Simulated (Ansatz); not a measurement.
Relaxation of Cl3GaH2N (7 atoms, charge 0, multiplicity 2), to a largest force component of 0.03 eV/Å in at most 50 steps.

Computed with UKS PBE-D4/def2-SVP (Ansatz).

```xyz
7
Properties=species:S:1:pos:R:3
Ga -0.047 -0.091 -0.331
Cl -0.097 -0.277 3.088
N 1.604 -0.223 -1.168
H 2.416 -0.271 -0.541
H 1.774 0.493 -1.888
Cl -1.818 0.392 -1.508
Cl 0.160 -0.021 5.123
```

Problem. Where does it end, and by what steps?

Solution. It converged. After 33 steps the energy has fallen by 3.434 eV; Cl7 moved furthest, 3.41 Å. Parted: Cl2–Cl7 (2.07 → 3.71 Å). Joined: Ga1–Cl2 (3.42 → 2.16 Å), Ga1–Cl7 (5.46 → 2.26 Å).

```
step  energy less start (eV)  largest force component (eV/Å)  accepted
   0                  0.0000                           1.295       yes
   2                 -0.5124                           1.998       yes
   4                 -1.4743                           1.298       yes
   6                 -1.7144                           0.790       yes
   8                 -1.8212                           0.272       yes
  10                 -1.8976                           0.122       yes
  12                 -1.9753                           0.137       yes
  14                 -2.0775                           0.234       yes
  16                 -2.2555                           0.431       yes
  18                 -2.5646                           0.550       yes
  20                 -2.8457                           0.798       yes
  22                 -3.2833                           0.876       yes
  24                 -3.3148                           0.259        no
  26                 -3.3659                           0.271       yes
  28                 -3.3986                           0.779       yes
  30                 -3.4288                           0.395       yes
  32                 -3.4343                           0.042       yes
  33                 -3.4344                           0.010       yes
```

```xyz
7
Properties=species:S:1:pos:R:3
Ga -0.229 -0.152 0.677
Cl -0.523 -2.126 1.498
N 1.509 -0.044 -0.258
H 2.345 -0.525 0.107
H 1.776 0.794 -0.796
Cl -1.773 0.793 -0.498
Cl 0.886 1.261 2.045
```

Whether the end is a true minimum wasn't checked by a vibrational analysis.

The run took 86 s on 4 threads of Arm Neoverse V1 (shared host), peak memory 0.24 GiB.
